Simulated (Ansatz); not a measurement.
`CO[Si](F)(S)Cl` + CH₃OH → `CO[Si](S)(Cl)OC` + H–F  (ligand exchange at the Si–F bond)

Program: Ansatz. Geometries: PBE0-D4/def2-TZVP. ΔE: electronic, gas phase. CCSD(T)/CBS is the MP2 limit (def2-TZVPP, def2-QZVPP) plus CCSD(T) − MP2 in def2-TZVPP, frozen cores. This one scheme is used for every species. Functionals use def2-TZVPP. B3LYP here is the variant with VWN-RPA as its local correlation; programs differ in this. One conformer a species, not always the lowest.

CCSD(T)/CBS gives +6.9 kcal/mol.

**Question.** Another level gave +7.4 kcal/mol. Which?
A. PBE0-D4/def2-TZVPP
B. MP2/def2-TZVPP
C. PBE0/def2-TZVPP
D. B3LYP/def2-TZVPP

**Answer.** A. PBE0-D4 7.4, PBE0 9.0, B3LYP 10.2, MP2/def2-TZVPP 6.1 kcal/mol.

Largest T1 diagnostic among the species: 0.011.

The D4 term adds −2.7 kcal/mol with B3LYP and −1.6 kcal/mol with PBE0; it sums over pairs of atoms, weighted by their polarisabilities, and B3LYP, whose exchange is more repulsive, gets the larger term. In def2-TZVPP, CCSD(T) changes the Hartree–Fock value by −3.5 kcal/mol (the triples alone add −0.6 kcal/mol) and MP2 by −4.4 kcal/mol.
